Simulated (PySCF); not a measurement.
# Two-photon absorption: 3-bromoanisole (COc1cccc(Br)c1, C7H7BrO)

Molfile (atoms numbered from 1):
```
C7H7BrO
     RDKit          3D

 16 16  0  0  0  0  0  0  0  0999 V2000
    2.8599    0.0028   -0.2474 C   0  0  0  0  0  0  0  0  0  0  0  0
    2.0460   -1.0855   -0.5857 O   0  0  0  0  0  0  0  0  0  0  0  0
    0.7117   -0.9667   -0.4549 C   0  0  0  0  0  0  0  0  0  0  0  0
   -0.0509   -2.0889   -0.8095 C   0  0  0  0  0  0  0  0  0  0  0  0
   -1.4330   -2.0479   -0.7038 C   0  0  0  0  0  0  0  0  0  0  0  0
   -2.0892   -0.9018   -0.2473 C   0  0  0  0  0  0  0  0  0  0  0  0
   -1.3178    0.2007    0.0997 C   0  0  0  0  0  0  0  0  0  0  0  0
   -2.1691    1.7687    0.7215 Br  0  0  0  0  0  0  0  0  0  0  0  0
    0.0748    0.1914    0.0048 C   0  0  0  0  0  0  0  0  0  0  0  0
    3.8954   -0.3107   -0.4296 H   0  0  0  0  0  0  0  0  0  0  0  0
    2.7533    0.2803    0.8162 H   0  0  0  0  0  0  0  0  0  0  0  0
    2.6407    0.8885   -0.8695 H   0  0  0  0  0  0  0  0  0  0  0  0
    0.4715   -2.9785   -1.1648 H   0  0  0  0  0  0  0  0  0  0  0  0
   -2.0206   -2.9261   -0.9820 H   0  0  0  0  0  0  0  0  0  0  0  0
   -3.1756   -0.8669   -0.1633 H   0  0  0  0  0  0  0  0  0  0  0  0
    0.6370    1.0797    0.2883 H   0  0  0  0  0  0  0  0  0  0  0  0
  1  2  1  0
  2  3  1  0
  3  4  2  0
  4  5  1  0
  5  6  2  0
  6  7  1  0
  7  8  1  0
  7  9  2  0
  9  3  1  0
  1 10  1  0
  1 11  1  0
  1 12  1  0
  4 13  1  0
  5 14  1  0
  6 15  1  0
  9 16  1  0
M  END
```

Level of theory: TDDFT CAM-B3LYP/aug-cc-pVDZ excited states, vertical, gas phase (PySCF 2.14.0). Geometry: PBE0-D3(BJ)/def2-SVP.

The calculation is non-relativistic, which matters for the atoms heavier than Zn.

Q: Give the one- and two-photon strengths of the lowest singlets.

A: δ for parallel linear polarisation; σ at the peak of a Lorentzian of half width 0.1 eV, single beam; Ω is circular over linear.
| state | E (eV) | f | photon λ (nm) | δ (au) | σ (GM) | Ω | main |
| --- | --- | --- | --- | --- | --- | --- | --- |
| S1 | 5.05 | 0.045 | 491 | 2.49 | 0.02 | 0.80 | HOMO→LUMO+1 0.66, HOMO−1→LUMO+4 0.14 |
| S2 | 5.59 | 0.000 | 443 | 7.63 | 0.09 | 1.50 | HOMO→LUMO+5 0.38, HOMO→LUMO+2 0.13 |
| S3 | 5.68 | 0.072 | 437 | 77.6 | 0.92 | 0.35 | HOMO→LUMO+4 0.54, HOMO−1→LUMO+1 0.27 |
| S4 | 5.91 | 0.014 | 419 | 48.4 | 0.62 | 1.50 | HOMO→LUMO 0.64, HOMO→LUMO+5 0.13 |
| S5 | 6.24 | 0.004 | 397 | 4.89 | 0.07 | 1.50 | HOMO−1→LUMO+5 0.37, HOMO→LUMO+5 0.15 |
| S6 | 6.33 | 0.002 | 392 | 39.6 | 0.58 | 1.50 | HOMO→LUMO+2 0.64, HOMO−1→LUMO 0.12 |

Among these, the strongest one-photon state is S3, the strongest two-photon state S3, with a dipole change of 1.0 D (relaxed, norm of the difference vector).
